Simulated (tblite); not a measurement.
Parent: `[NH2:1][Si@H:2]([PH2:3])[CH2:4][CH2:5][SiH3:6]` with H–N1–Si2–P3 -49° and 171°, N1–Si2–P3–H 158° and 65°, N1–Si2–C4–C5 161°, Si2–C4–C5–Si6 -177°, C2H12NPSi2.

Structures optimised with GFN2-xTB, isolated species. One conformer each, not checked by frequencies here.

```json
{"coordinate of the parent": "N1–Si2", "value": "1.724 Å"}
{"coordinate of the parent": "Si2–P3", "value": "2.247 Å"}
{"coordinate of the parent": "Si2–C4", "value": "1.903 Å"}
{"coordinate of the parent": "C4–C5", "value": "1.527 Å"}
{"coordinate of the parent": "C5–Si6", "value": "1.901 Å"}
{"coordinate of the parent": "N1–Si2–P3", "value": "105.1°"}
{"coordinate of the parent": "N1–Si2–C4", "value": "108.0°"}
{"coordinate of the parent": "P3–Si2–C4", "value": "107.9°"}
{"coordinate of the parent": "Si2–C4–C5", "value": "111.9°"}
{"coordinate of the parent": "C4–C5–Si6", "value": "112.8°"}
```

Question: How does the shared frame change in `[CH:1]#[C:2][Si@@:3]([NH2:4])([PH2:5])[CH2:6][CH2:7][SiH3:8]` with C2–Si3–N4–H -63° and 79°, C2–Si3–P5–H 56° and -37°, C2–Si3–C6–C7 -151°, Si3–C6–C7–Si8 -70°, C4H12NPSi2? Atoms pair as N1 = N4, Si2 = Si3, P3 = P5, C4 = C6, C5 = C7, Si6 = Si8 (parent first).

Answer: 
```csv
parent,relative,value in the relative,change
N1–Si2,N4–Si3,1.726 Å,+0.002
Si2–P3,Si3–P5,2.255 Å,+0.008
Si2–C4,Si3–C6,1.908 Å,+0.005
C4–C5,C6–C7,1.527 Å,0.000
C5–Si6,C7–Si8,1.903 Å,+0.002
N1–Si2–P3,N4–Si3–P5,104.8°,-0.3
N1–Si2–C4,N4–Si3–C6,108.9°,+0.9
P3–Si2–C4,P5–Si3–C6,111.0°,+3.1
Si2–C4–C5,Si3–C6–C7,114.0°,+2.1
C4–C5–Si6,C6–C7–Si8,114.8°,+2.0
```

Of the parent's bonds, Si2–P3 changes most (+0.008 Å). Bonds of the relative outside the shared frame: C1≡C2 1.203, C2–Si3 1.870 Å. Point group C1 → C1.

Question: How does the shared frame change in `[NH2:1][Si@@:2]([PH2:3])([CH2:4][SiH3:5])[CH2:6][CH2:7][SiH3:8]` with H–N1–Si2–P3 -39° and -177°, N1–Si2–P3–H -84° and -176°, N1–Si2–C4–Si5 45°, N1–Si2–C6–C7 57°, Si2–C6–C7–Si8 -176°, C3H16NPSi3? Atoms pair as N1 = N1, Si2 = Si2, P3 = P3, C4 = C6, C5 = C7, Si6 = Si8 (parent first).

Answer: 
| parent | relative | value in the relative | change |
| --- | --- | --- | --- |
| N1–Si2 | N1–Si2 | 1.731 Å | +0.007 |
| Si2–P3 | Si2–P3 | 2.258 Å | +0.011 |
| Si2–C4 | Si2–C6 | 1.914 Å | +0.011 |
| C4–C5 | C6–C7 | 1.527 Å | 0.000 |
| C5–Si6 | C7–Si8 | 1.900 Å | -0.001 |
| N1–Si2–P3 | N1–Si2–P3 | 102.7° | -2.4 |
| N1–Si2–C4 | N1–Si2–C6 | 105.7° | -2.3 |
| P3–Si2–C4 | P3–Si2–C6 | 116.1° | +8.2 |
| Si2–C4–C5 | Si2–C6–C7 | 112.7° | +0.8 |
| C4–C5–Si6 | C6–C7–Si8 | 112.8° | 0.0 |

Of the parent's bonds, Si2–P3 and Si2–C4 change most and about equally (+0.011 Å). Bonds of the relative outside the shared frame: Si2–C4 1.915, C4–Si5 1.893 Å. Point group C1 → C1.

All values are computed, not measured.
